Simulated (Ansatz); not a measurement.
Task: Name a neutral molecule of Al, C, Ge and H with HOMO–LUMO gap (PBE0/def2-TZVPP) between 5.35 and 5.65 eV and HOMO energy (PBE/def2-TZVPP) between -6.70 and -6.40 eV (Ansatz, PBE0-D4/def2-TZVP geometry).

Result: `C#[C][AlH][GeH3]` (5.41 eV, -6.47 eV). Other molecules can fit too; these were computed, each in one conformer that needn't be the lowest.
